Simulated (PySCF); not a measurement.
Delta-SCF ions had no search for a lower state. Excitations are Tamm–Dancoff values on a coarser integration grid. The basis has no diffuse functions, so Rydberg states are missing or too high.

Z-matrix (Å, degrees):
```
C
H 1 1.0948
C 1 1.5011 2 107.95
C 3 1.3263 1 125.52 2 0.00
H 4 1.0825 3 121.80 1 179.97
H 4 1.0846 5 116.82 3 179.94
H 3 1.0888 4 119.15 5 -0.03
C 1 1.5335 2 108.34 3 -119.89
H 8 1.0908 1 111.15 2 59.12
H 8 1.0921 9 108.36 1 122.00
H 8 1.0933 9 107.91 10 116.43
C 1 1.5335 2 108.34 3 119.89
H 12 1.0908 1 111.15 2 -59.12
H 12 1.0921 13 108.36 1 -122.00
H 12 1.0933 13 107.91 14 -116.43
```
Charge 0, spin multiplicity 1.

Problem. Give the dipole moment, vertical ionisation energy (Delta-SCF), HOMO, S1 excitation (TDA) and brightest of the four lowest singlets (TDA) at the level PBE-D3(BJ)/def2-TZVP // B3LYP-D3(BJ)/def2-TZVP (PySCF).

Solution. 
| Property | Result |
|---|---|
| dipole moment | 0.38 D |
| vertical ionisation energy (Delta-SCF) | 9.45 eV |
| HOMO | -6.26 eV |
| S1 excitation (TDA) | 6.89 eV |
| brightest of the four lowest singlets (TDA) | 7.42 eV |
